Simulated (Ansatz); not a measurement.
Energy difference R1 + R2 → P1 + P2, each structure at its B3LYP-D3(BJ)/def2-TZVP stationary point, reached from a drawn start (curvature not checked).
R1: H4O4Si (SMILES O[Si](O)(O)O), charge 0, multiplicity 1.
P1: ClH3O3Si (SMILES O[Si](O)(O)Cl), charge 0, multiplicity 1.
R2: HCl (SMILES Cl), charge 0, multiplicity 1.
P2, H2O (SMILES O) (charge 0, multiplicity 1):
```xyz
3

O      0.0000     0.0000     0.3896
H      0.0000     0.7650    -0.1949
H      0.0000    -0.7650    -0.1949
```

P less R. No zero-point or thermal terms. One arrangement of each flexible species, with no search for the lowest.

Correlated levels freeze the cores.

Run with Ansatz (Gaussian basis) for Hartree–Fock, density functionals and correlated methods. All values are computed, each at the level named.

Total energies in hartree:

| structure | PBE/def2-TZVPPD | PBE0/def2-TZVPPD | CCSD(T)/aug-cc-pV(T+d)Z |
|---|---|---|---|
| R1 | -592.704687 | -592.732781 | -592.254161 |
| P1 | -976.949220 | -977.014030 | -976.251450 |
| R2 | -460.629110 | -460.666693 | -460.345692 |
| P2 | -76.383563 | -76.383289 | -76.342293 |

Question: Work out the reaction energy at each level in kcal/mol (1 hartree = 627.50947 kcal/mol), and say how far PBE/def2-TZVPPD lies from CCSD(T)/aug-cc-pV(T+d)Z.

Answer: 
- PBE/def2-TZVPPD: (-976.949220) + (-76.383563) − (-592.704687) − (-460.629110) = 0.001014 hartree = 0.64 kcal/mol
- PBE0/def2-TZVPPD: (-977.014030) + (-76.383289) − (-592.732781) − (-460.666693) = 0.002155 hartree = 1.35 kcal/mol
- CCSD(T)/aug-cc-pV(T+d)Z: (-976.251450) + (-76.342293) − (-592.254161) − (-460.345692) = 0.006110 hartree = 3.83 kcal/mol
PBE/def2-TZVPPD less CCSD(T)/aug-cc-pV(T+d)Z: -3.19 kcal/mol. CCSD(T)/aug-cc-pV(T+d)Z is the level counted from, the highest shown, and no exact or measured value.

Ansatz is an electronic-structure program.
